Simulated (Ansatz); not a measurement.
`BCB` + `B[SiH2]O` → `BO[SiH2]B` + `BC` at 600 K and 1 bar (ligand exchange at a B–C bond).

Program: Ansatz. Geometries: PBE0-D4/def2-TZVP. ΔE: electronic, gas phase. CCSD(T)/CBS adds triple-zeta CCSD(T) − MP2 to the extrapolated MP2 energy (def2 sets, frozen cores). This one scheme is used for every species. Each species was taken in one conformer, which may not be the lowest.

```csv
species,CCSD(T)/CBS energy (Eh),H − E (kJ/mol),S (J/(mol·K))
`BCB`,-91.21084,222.9,350.8
`B[SiH2]O`,-392.05150,181.6,373.2
`BO[SiH2]B`,-417.47687,224.3,423.6
`BC`,-65.83255,180.5,296.9
```

H − E and S are ideal-gas, rigid-rotor, harmonic terms from PBE0-D4/def2-TZVP, for one conformer and one mirror image of each species. 1 Eh = 2625.50 kJ/mol, R = 8.31446 J/(mol·K).

Question: By hand: ΔE, ΔH, ΔS and ΔG.

Answer: ΔE = (-417.47687) + (-65.83255) − (-91.21084) − (-392.05150) = -0.04708 Eh = -123.6 kJ/mol. Δ(H − E) = 224.3 + 180.5 − 222.9 − 181.6 = 0.3, so ΔH = -123.3 kJ/mol. ΔS = 423.6 + 296.9 − 350.8 − 373.2 = -3.5 J/(mol·K). ΔG = -123.3 − 600 × (-3.5)/1000 = -121.2 kJ/mol.

Question: By hand: the equilibrium constant, and the temperature at which ΔG would vanish if ΔH and ΔS stayed fixed.

Answer: log₁₀ K = −ΔG/(RT ln 10) = 10.6. ΔG = 0 at ΔH/ΔS = 35229 K, far beyond where these terms or the molecules hold.

The number of gas molecules stays the same, so ΔS is small and ΔH decides. A doubt of 5 kJ/mol in ΔE shifts log₁₀ K by 0.4 here. Other conformers and mirror images would add mixing entropy, several J/(mol·K) or more a flexible species. Modes under 60 cm⁻¹, often nearly free rotors, make the harmonic entropy too high. These are equilibria of isolated gas molecules and say nothing of rates. Largest T1 diagnostic: 0.013 (customary marks: 0.02 for closed shells, 0.045 for open ones).
